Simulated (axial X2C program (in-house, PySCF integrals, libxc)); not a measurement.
## BiN⁻: bond constants with and without spin–orbit coupling

All values were computed with an axial X2C code built on PySCF integrals. Spin-free means the one-electron spin-free X2C Hamiltonian; two-component (2c) means X2C with spin–orbit coupling and atomic mean-field two-electron Coulomb and Gaunt terms, so the difference of the two also holds small scalar two-electron terms. Basis: Bi dyall-acv3z [13s15p11d7f1g], N dyall-av3z [7s7p3d2f] (cores contracted in-house); Gaussian nuclei, density fitting, unrestricted open shells. Masses: Bi 208.980 u, N 14.003 u.

Input:
```json
{
 "zs": [
  83,
  7
 ],
 "q": -1,
 "bas": [
  "dyall-acv3z",
  "dyall-av3z"
 ],
 "levels": [
  "PBE0",
  "HF",
  "LDA"
 ],
 "cc": true,
 "r0": 2.01,
 "thr": -1.0,
 "nmax": 90,
 "npts": 10,
 "nst": 2,
 "ntry": 6
}
```
```bash
python so2c.py task.json out
```

Keys: zs atomic numbers; q charge; bas basis sets; levels methods; cc coupled cluster on or off; r0 starting distance in Å; thr threshold in hartree for freezing inner shells (an s shell follows its p shell); nmax most natural virtual spinors; npts points on the curve; nst determinants followed; ntry starts of the search. HF also brings MP2.

State, spin-free: M_S = 1/2, Λ = 1 (beyond evenly filled blocks: π+α); electrons by block: σα: 17, σβ: 17, π+α: 10, π+β: 9, π-α: 9, π-β: 9, δ+α: 4, δ+β: 4, δ-α: 4, δ-β: 4, φ+α: 1, φ+β: 1, φ-α: 1, φ-β: 1. Fragments: Bi- + N.

State, 2c: Ω = 1/2 (⟨Sz⟩ = -0.48, ⟨Lz⟩ = 0.98 at LDA); electrons by block: 1/2: 27, -1/2: 26, 3/2: 13, -3/2: 13, 5/2: 5, -5/2: 5, 7/2: 1, -7/2: 1. Fragments: Bi- + N.

```
Hamiltonian  level  Re (Å)  ωe (cm⁻¹)  ωexe (cm⁻¹)  Be (cm⁻¹)  αe (cm⁻¹)  De (eV)  μ (D)
  spin-free   PBE0   1.985      619.3          n/a     0.3261    0.00326     2.71  -3.94
  spin-free    LDA   1.964      711.2         3.45     0.3329    0.00207     4.38  -3.90
         2c    LDA   1.987      661.4         4.02     0.3254    0.00235     3.89  -4.40
```

Dipoles are positive if N is the positive end and refer to the centre of mass.

Occupations by symmetry block were frozen at the best pattern of an incomplete PBE0 search. De is counted from the lowest determinant-based energies of the atoms at the same level, without counterpoise correction. Density functionals use the spin component along the axis (collinear). Without a current term, density functionals place determinants with orbital angular momentum somewhat too high. The highest occupied level of some functionals is positive through self-interaction error; at Hartree–Fock it is bound. The determinant is spin-polarised beyond a pure state at some levels (its spin-free form has ⟨S²⟩ too high), which makes Re and μ there less reliable.

No reliable constants came from CCSD (2c), CCSD (spin-free), CCSD(T) (2c), CCSD(T) (spin-free), HF (2c), HF (spin-free), MP2 (2c), MP2 (spin-free), PBE0 (2c): no minimum in range, unconverged points, a curve that is not smooth, a change of character along it, or the two Hamiltonians disagreeing along it.

Rough cost a point (2c) on 1 thread(s) of a shared host, integrals apart: LDA 0.8 s.

The whole task took 4.6 min on 1 thread of Arm Neoverse V1 (shared host).
